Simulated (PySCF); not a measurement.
Be(SeH)2, SMILES [SeH][Be][SeH] at its PBE0/def2-SVP optimised geometry (Å):

```
5

Be     0.0253     0.6660     0.0000
Se    -2.0046     0.6928    -0.0487
H     -2.0561    -0.6928     0.4515
Se     2.0561     0.6660     0.0000
H      2.0760     1.1694     1.3852
```

Method: PBE0/def2-TZVP in PySCF.

Map of the Laplacian of the electron density (e/bohr⁵) on the plane z = 1.5 Å:

```
|@@@@@@@@@@@@@@@@@@@@@@@@@@@@@|
|@@@@@@@@@@@@@@@@@@@@@@@@@@@@@|
|@@@@@@@@@@@@@@@@@@@@@@@@@@@@@|
|@@@@@@@@@@@@@@@@@@@@@@@@@@@@@|
|@@@@@@@@@@@@@@@@@@@@@@@@@@@@@|
|@@@@@@@@@@@@@@@@@@@@@@@@@@@@@|
|@@@@@@@@@@@@@@@@@@@@@@@@@@@@@|
|@@@@@@@@@@@@@@@@@@@@@@@@@@@@@|
|@@@@@@@@@@@@@@@@@@@@@@@@@@@@@|
|@@@@@@@@@@@@@@@@@@@@@@@@@@@@@|
|@@@@@@@@@@@@@@@@@@@@ :@@@@@@@|
|@@@@@@@@@@@@@@@@@@@@=+@@@@@@@|
|@@@@@@@@@@@@@@@@@@@@@@@@@@@@@|
|@@@@@@@@@@@@@@@@@@@@@@@@@@@@@|
|@@@@@@@@@@@@@@@@@@@@@@@@@@@@@|
|@@@@@@@@@@@@@@@@@@@@@@@@@@@@@|
|@@@@@@@@@@@@@@@@@@@@@@@@@@@@@|
|@@@@@@@@@@@@@@@@@@@@@@@@@@@@@|
|@@@@@@@@@@@@@@@@@@@@@@@@@@@@@|
|@@@@@@@@@@@@@@@@@@@@@@@@@@@@@|
|@@@@@@@@@@@@@@@@@@@@@@@@@@@@@|
|@@@@@@@@@@@@@@@@@@@@@@@@@@@@@|
|@@@@@@@@@@@@@@@@@@@@@@@@@@@@@|
|@@@@@@@@@@@@@@@@@@@@@@@@@@@@@|
|@@@@@@@@@@@@@@@@@@@@@@@@@@@@@|
|@@@@@@@@@@@@@@@@@@@@@@@@@@@@@|
|@@@@@@@@@@@@@@@@@@@@@@@@@@@@@|
|@@@@@@@@@@@@@@@@@@@@@@@@@@@@@|
|@@@@@@@@@@@@@@@@@@@@@@@@@@@@@|
```
Scale: ten equal steps from -0.777 (start of ' ') to 0.064 (end of '@'), in the order ' .:-=+*#%@'; x runs from -4.50 to 4.50, y from -4.50 (bottom) to 4.50 (top).
